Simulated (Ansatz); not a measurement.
```yaml
crystal:
  periodic: [false, false, false]
  atoms:
    - {symbol: C, position_ang: [-1.835944, 0.238906, 0.763188]}
    - {symbol: In, position_ang: [-0.139014, 0.647303, -0.465977]}
    - {symbol: N, position_ang: [1.593330, -0.862955, -0.113881]}
    - {symbol: Cl, position_ang: [-0.140045, 0.138635, -2.777496]}
    - {symbol: Cl, position_ang: [1.315044, 2.455746, -0.000202]}
    - {symbol: H, position_ang: [-2.707669, 0.067700, 0.132821]}
    - {symbol: H, position_ang: [-1.653935, -0.650111, 1.368151]}
    - {symbol: H, position_ang: [-2.020367, 1.086741, 1.421759]}
    - {symbol: H, position_ang: [1.780980, -1.273073, -1.023845]}
    - {symbol: H, position_ang: [2.393688, -0.297660, 0.153098]}
    - {symbol: H, position_ang: [1.479333, -1.608232, 0.562984]}
basis:
  gaussian: {orbitals: def2-SVPD, final_grid: {core_spheres: 1, valence_spheres: 1, degree: 5}}
total_charge: -1
magnetization: {spin_polarized: true, initial_magnetization: 1}
hamiltonian: {xc: {name: r2SCAN}}
accuracy: high
scf: {lower_state_search: off}
output: {forces: true}
```

```sh
$ ansatz run in.yaml --threads 4 --pin off --events-out ev --progress --plain --max-ram 11315MiB
```

It prints (some lines left out):

```
Functional definition: r2SCAN
  name "r2SCAN"
  cite "Furness, Kaplan, Ning, Perdew & Sun, J. Phys. Chem. Lett. 11, 8208 (2020) doi:10.1021/acs.jpclett.0c02405"
  cite "Furness, Kaplan, Ning, Perdew & Sun, J. Phys. Chem. Lett. 11, 9248 (2020) doi:10.1021/acs.jpclett.0c03077"
  parent r2scan
  parameter k0 = 0.174
  parameter k1 = 0.065
  parameter a1 = 4.9479
  exchange = r2scan_x(k0 = k0, k1 = k1, a1 = a1)
  correlation = r2scan_c
these checks for a lower state are left out or cut short: stability, starts, cluster_reference, orbital_swaps, neighbouring_geometries, increment
3622 factors; integrals over basis functions are off by at most 3.9e-9 eV
mean field evaluation 1: about -32829.2505 eV, gradient 4.0e1 eV
mean field evaluation 2: about -32815.6266 eV, gradient 6.0e1 eV
mean field evaluation 4: about -32837.2043 eV, gradient 5.7e0 eV
mean field evaluation 8: about -32793.1348 eV, gradient 5.1e1 eV
mean field evaluation 16: about -32806.2082 eV, gradient 3.6e-1 eV
mean field evaluation 32: about -32806.2131 eV, gradient 1.9e-5 eV
mean field -32806.21308128 eV, -1205.6060938871 hartree, gradient 6.4e-8 eV, S^2 0.773140; 0 other end points of the search recorded, 0 dependent functions left out
the calculation of the forces begins
reference -32806.21319902 eV, -1205.6060982140 hartree; 38, 37 occupied and 136, 137 virtual orbitals, 3622 factors
Total energy: -32806.21319902 eV, -1205.6060982140 hartree
Atom 0 at    -1.835944     0.238906     0.763188 Å, force     7.318563    -0.318229    -3.058395 eV/Å
Atom 1 at    -0.139014     0.647303    -0.465977 Å, force    -2.493858     0.454125     0.857890 eV/Å
Atom 2 at     1.593330    -0.862955    -0.113881 Å, force    -0.925097     0.118232     0.449031 eV/Å
Atom 3 at    -0.140045     0.138635    -2.777496 Å, force     0.620237     1.340434     5.092815 eV/Å
Atom 4 at     1.315044     2.455746    -0.000202 Å, force    -2.830101    -4.209279    -1.506653 eV/Å
Atom 5 at    -2.707669     0.067700     0.132821 Å, force     3.405005    -0.456463     2.190009 eV/Å
Atom 6 at    -1.653935    -0.650111     1.368151 Å, force    -0.962435     3.852415    -2.573006 eV/Å
Atom 7 at    -2.020367     1.086741     1.421759 Å, force     1.296815    -3.565301    -1.886809 eV/Å
Atom 8 at     1.780980    -1.273073    -1.023845 Å, force    -1.093803     2.259390     7.131867 eV/Å
Atom 9 at     2.393688    -0.297660     0.153098 Å, force    -5.581571    -4.889127    -1.501095 eV/Å
Atom 10 at     1.479333    -1.608232     0.562984 Å, force     1.246246     5.413802    -5.195654 eV/Å
Dipole moment:    -0.298374     0.220921    -0.028478 e Å
Checks for a lower state left out: stability, starts, cluster_reference, orbital_swaps, neighbouring_geometries, increment
```

**Question.** Something in this input is off. What?

**Answer.** The integration grid is far too coarse. The run converged. The result belongs to that input, not to the molecule as meant.
